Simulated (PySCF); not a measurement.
Sn(F)2(OH)(OEt) (C2H6F2O2Sn), SMILES CC[O][Sn]([OH])([F])[F]. Heavy atoms are numbered as in [CH3:1][CH2:2][O:3][Sn:4]([OH:5])([F:6])[F:7]. Hydrogens are named by the atom that carries them.

The structure is a stationary point at PBE0-D3(BJ)/def2-SVP. The def2 effective core potentials stand for the cores of Sn; spin–orbit coupling is left out. Other conformers were not sampled.

The numbers are results of r2SCAN/def2-TZVP (PySCF), not measurements.

ESP charges are fitted to the potential on shells at 1.4 to 2.0 van der Waals radii. Atomic charges (e), one atom of each kind:

```
atom      Mulliken  Löwdin  ESP fit
--------  --------  ------  -------
C1 (CH3)     -0.30   -0.31        ?
C2 (CH2)      0.00   -0.37     0.34
O3           -0.51   -0.07        ?
Sn4           1.51    0.72     1.15
O5 (OH)      -0.63   -0.29    -0.64
F6           -0.46   -0.24    -0.39
H on C1       0.11    0.13        ?
H on C2       0.09    0.12     0.00
H on O5       0.33    0.18        ?
```

Q: Some entries are withheld; supply them. (An estimate is asked for; the answer gives what the named calculation found.)

A: 
- C1 (CH3), ESP fit: -0.48
- O3, ESP fit: -0.43
- H on C1, ESP fit: 0.12
- H on O5, ESP fit: 0.41
